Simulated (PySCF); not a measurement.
CF3, SMILES F[C-](F)F, charge -1.

The structure is a stationary point at ωB97X-D3(BJ)/def2-SVPD.

These are B3LYP/def2-TZVPD (PySCF) values and carry that method's errors.

Computed frontier levels, gap, dipole moment and polarisability:
| Quantity | Result |
|---|---|
| highest occupied level | -0.19 eV |
| lowest empty level | 4.69 eV |
| orbital gap | 4.88 eV |
| dipole moment about the centre of nuclear charge | 1.26 D |
| mean static polarisability | 34.3 bohr³ (5.08 Å³) |
| polarisability, principal values | 33.9, 33.9, 35.1 bohr³ |
